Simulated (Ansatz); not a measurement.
`CN[AsH]N`. Total charge 0; spin multiplicity 1.

Z-matrix (Å, degrees):
```
C
N 1 1.447
H 1 1.094 2 110.0
H 1 1.100 2 114.8 3 -121.8
H 1 1.094 2 109.4 3 117.5
As 2 1.840 1 117.5 3 -163.9
H 2 1.011 1 113.3 3 62.2
N 6 1.857 2 95.6 1 -179.6
H 6 1.547 2 101.3 1 -86.3
H 8 1.011 6 112.3 2 127.4
H 8 1.011 6 111.6 2 -110.3
```

List the harmonic frequencies (cm⁻¹, unscaled) at PBE0-D4/def2-TZVP in Ansatz. (Estimate.)

The calculation gave: 63, 137, 185, 203, 334, 549, 590, 695, 710, 768, 820, 1031, 1088, 1133, 1143, 1375, 1449, 1483, 1513, 1589, 2066, 2982, 3064, 3103, 3556, 3572, 3654.

Is this a minimum?

Yes, all 27 modes are real.

Give the ideal-gas thermochemistry at 298.15 K and 1 bar (rigid rotor, harmonic oscillator; point group C1, symmetry number 1).

Zero-point energy 232.4 kJ/mol; H(298) − E = 252.5 kJ/mol; entropy 340.1 J/(mol·K), of which translation 168.8, rotation 107.8, vibration 63.6; G(298) − E = 151.1 kJ/mol. Modes under 100 cm⁻¹ are hindered rotations or soft bends, so the harmonic entropy is rough.

And at 400, 500, 600, 800 and 1000 K?


```json
{"T (K)": "400", "H − E (kJ/mol)": "263.7", "S (J/mol/K)": "372.4", "G − E (kJ/mol)": "114.7"}
{"T (K)": "500", "H − E (kJ/mol)": "276.6", "S (J/mol/K)": "401.1", "G − E (kJ/mol)": "76.1"}
{"T (K)": "600", "H − E (kJ/mol)": "291.1", "S (J/mol/K)": "427.5", "G − E (kJ/mol)": "34.6"}
{"T (K)": "800", "H − E (kJ/mol)": "323.8", "S (J/mol/K)": "474.4", "G − E (kJ/mol)": "-55.7"}
{"T (K)": "1000", "H − E (kJ/mol)": "360.3", "S (J/mol/K)": "515.0", "G − E (kJ/mol)": "-154.7"}
```

Rotational constants (cm⁻¹)?

0.3883, 0.09686, 0.08176.
